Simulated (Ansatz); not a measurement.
Pt₄⁺. Total charge 1; quartet. Geometry B3LYP-D4/def2-SVP; atoms count from 1.

```xyz
4

Pt    1.099    0.369   -1.103
Pt    0.440   -1.334    0.767
Pt   -1.413   -0.237   -0.713
Pt   -0.127    1.202    1.049
```

In the def2 sets Pt takes a core potential; there is no spin–orbit coupling. The structure comes from a short search, and lower isomers may exist.

Problem. Estimate the Mulliken populations from the PBE0/def2-TZVP orbitals of Ansatz.

Solution. 
```
atom  charge (e)  spin (α − β)  d electrons
 Pt1        0.25          0.75         8.96
 Pt2        0.25          0.75         8.96
 Pt3        0.25          0.75         8.96
 Pt4        0.25          0.75         8.96
```
Mulliken values and Mayer orders depend strongly on the basis.

Problem. Where does the spin sit?

Solution. Summed by element: Pt 3.00, of 3 unpaired in all. Largest on single atoms: Pt1 0.75, Pt2 0.75, Pt3 0.75.

Problem. And the Mayer bond orders between bonded heavy atoms (over 0.3)?

Solution. Pt1–Pt2 0.74 (2.61 Å); Pt1–Pt3 0.74 (2.61 Å); Pt1–Pt4 0.74 (2.61 Å); Pt2–Pt3 0.74 (2.61 Å); Pt2–Pt4 0.74 (2.61 Å); Pt3–Pt4 0.74 (2.61 Å).
